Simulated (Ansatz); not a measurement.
Cost and result for the atomization energy of Cl2H4O2Si2, SMILES `O[SiH2]O[SiH](Cl)Cl` (10 atoms, 9 bonds).

```csv
atom,x (Å),y (Å),z (Å)
O1,0.238,1.830,1.266
Si2,-0.856,1.146,0.266
O3,-0.138,0.100,-0.788
Si4,0.673,-1.284,-0.880
Cl5,1.693,-1.591,0.872
Cl6,-0.609,-2.841,-1.151
H7,0.676,1.272,1.912
H8,-1.876,0.380,1.023
H9,-1.434,2.242,-0.531
H10,1.633,-1.253,-1.990
```

Total charge 0; spin multiplicity 1. The structure was optimised at the PBE0-D4/def2-TZVP level. It is one conformer, not always the lowest. Program: Ansatz. All runs use 2 threads of an AMD EPYC 7R13 on a shared host and a share of an NVIDIA H100 80 GB. Times are those of one run each, without the atoms' runs, and a repeat can differ threefold. Electronic energies, without spin–orbit coupling; frozen cores. CCSD(T)/CBS adds CCSD(T) − MP2 in def2-TZVPP to the MP2 limit, and its time is that of the two runs behind it. T1 = 0.011. B3LYP takes the VWN-RPA correlation (the form of Gaussian; ORCA's B3LYP/G).

CCSD(T)/CBS is a level of theory with its own doubt, some kJ/mol a heavy atom from the limit and from the frozen cores, so smaller differences don't rank the functionals.

| level | functions | wall time |
| --- | --- | --- |
| CCSD(T)/def2-TZVPP | 286 | 8 s |
| PBE0-D4/def2-TZVPP | 286 | 8.5 s |
| B3LYP-D4/def2-TZVPP (with forces) | 286 | 9.5 s |
| MP2/def2-QZVPP | 514 | 9.6 s |
| B2PLYP/def2-TZVPP | 286 | 10 s |
| PBE-D4/def2-TZVPP (with forces) | 286 | 10 s |
| ωB97M-V/def2-TZVPP (with forces) | 286 | 12 s |
| r2SCAN-D4/def2-TZVPP (with forces) | 286 | 13 s |
| ωB97X-V/def2-TZVPP | 286 | 15 s |
| CCSD(T)/CBS(def2) | – | 18 s |

Question: What atomization energy does each give, and how far from CCSD(T)/CBS? (An estimate is asked.)

Answer: Ansatz gave: 
```csv
level,atomization (kJ/mol),difference from CCSD(T)/CBS,per bond
CCSD(T)/def2-TZVPP,3572.1,-125.8,-14.0
PBE0-D4/def2-TZVPP,3625.6,-72.3,-8.0
B3LYP-D4/def2-TZVPP (with forces),3637.2,-60.7,-6.7
MP2/def2-QZVPP,3757.6,59.7,6.6
B2PLYP/def2-TZVPP,3615.2,-82.7,-9.2
PBE-D4/def2-TZVPP (with forces),3678.9,-19.0,-2.1
ωB97M-V/def2-TZVPP (with forces),3693.1,-4.8,-0.5
r2SCAN-D4/def2-TZVPP (with forces),3685.1,-12.8,-1.4
ωB97X-V/def2-TZVPP,3693.4,-4.5,-0.5
CCSD(T)/CBS(def2),3697.9,0.0,0.0
```

In def2-TZVPP, CCSD(T) changes the Hartree–Fock value by +866.8 kJ/mol (the triples alone add +56.7 kJ/mol) and MP2 by +976.2 kJ/mol; breaking electron pairs costs correlation energy, which Hartree–Fock lacks. The D4 term adds +51.4 kJ/mol with B3LYP and +27.3 kJ/mol with PBE0; it sums over pairs of atoms, weighted by their polarisabilities, and B3LYP, whose exchange is more repulsive, gets the larger term. From PBE to PBE0 (25 % exact exchange), in def2-TZVPP and without D4, the atomization energy moves by −49.0 kJ/mol: exact exchange takes away binding that semilocal exchange gives to molecules.
